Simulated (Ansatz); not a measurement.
`C[S][AlH][OH]` + `[BH2][AlH2]` → `[BH2][AlH][OH]` + `C[S][AlH2]` at 298.15 K and 1 bar (redistribution).

Program: Ansatz. Geometries: PBE0-D4/def2-TZVP. ΔE: electronic, gas phase. CCSD(T)/CBS adds triple-zeta CCSD(T) − MP2 to the extrapolated MP2 energy (def2 sets, frozen cores). This one scheme is used for every species. One conformer a species, not always the lowest.

```json
{"species": "`C[S][AlH][OH]`", "CCSD(T)/CBS energy (Eh)": "-756.12026", "H − E (kJ/mol)": "177.9", "S (J/(mol·K))": "341.8"}
{"species": "`[BH2][AlH2]`", "CCSD(T)/CBS energy (Eh)": "-269.14094", "H − E (kJ/mol)": "97.6", "S (J/(mol·K))": "260.4"}
{"species": "`[BH2][AlH][OH]`", "CCSD(T)/CBS energy (Eh)": "-344.39123", "H − E (kJ/mol)": "121.0", "S (J/(mol·K))": "298.3"}
{"species": "`C[S][AlH2]`", "CCSD(T)/CBS energy (Eh)": "-680.87163", "H − E (kJ/mol)": "155.2", "S (J/(mol·K))": "309.9"}
```

H − E and S are ideal-gas, rigid-rotor, harmonic terms from PBE0-D4/def2-TZVP, for one conformer and one mirror image of each species. 1 Eh = 2625.50 kJ/mol, R = 8.31446 J/(mol·K).

Q: By hand: ΔE, ΔH, ΔS and ΔG.

A: ΔE = (-344.39123) + (-680.87163) − (-756.12026) − (-269.14094) = -0.00166 Eh = -4.4 kJ/mol. Δ(H − E) = 121.0 + 155.2 − 177.9 − 97.6 = 0.7, so ΔH = -3.7 kJ/mol. ΔS = 298.3 + 309.9 − 341.8 − 260.4 = 6.0 J/(mol·K). ΔG = -3.7 − 298.15 × (6.0)/1000 = -5.5 kJ/mol.

Q: By hand: the equilibrium constant, and the temperature at which ΔG would vanish if ΔH and ΔS stayed fixed.

A: log₁₀ K = −ΔG/(RT ln 10) = 1.0. ΔH and −TΔS have one sign here, so there is no such temperature. One of them is within its doubt of zero, so this could turn.

TΔS isn't small against ΔH here. The sign of ΔG lies within the doubt. A doubt of 5 kJ/mol in ΔE shifts log₁₀ K by 0.9 here. Other conformers and mirror images would add mixing entropy, several J/(mol·K) or more a flexible species. These are equilibria of isolated gas molecules and say nothing of rates. Largest T1 diagnostic: 0.012 (customary marks: 0.02 for closed shells, 0.045 for open ones).
